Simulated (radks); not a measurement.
Task: These are the eigenvalues of the occupied orbitals of an atom or ion with whole-number occupations (hartree). Method: Dirac Kohn-Sham, LDA (Slater exchange, Perdew-Zunger correlation), spin-unpolarised, spherical densities, point nucleus; computed with a radial shooting solver on a logarithmic mesh with Libxc functionals.

orbital  eigenvalue
1s1/2     -1651.992
2s1/2     -268.9820
2p1/2     -254.8513
2p3/2     -234.2860
3s1/2     -59.05822
3p1/2     -52.98828
3p3/2     -48.85455
3d3/2     -38.26967
3d5/2     -37.37272
4s1/2     -12.16965
4p1/2      -9.86180
4p3/2      -8.95559
4d3/2      -5.15431
4d5/2      -4.99346
5s1/2      -2.07266
5p1/2      -1.42950
5p3/2      -1.29477
4f5/2      -0.64006
6s1/2      -0.36911
7s1/2      -0.07569

Which element is it, and in what charge state? The configuration may be excited. Open shells, if any, fill j = l - 1/2 first.

Result: Z = 61, promethium, charge 0: Pm in [Kr] 4d10 4f5 5s2 5p4 6s2 7s2. The list shows which subshells hold electrons but not how many an open one holds; the 1s level, -1652 hartree, gives Z - s = 57.5 by -(Z - s)^2/2, which with screening and relativity narrows Z to a few neighbours, and the depths of the outer levels then fix element, charge and occupations together.
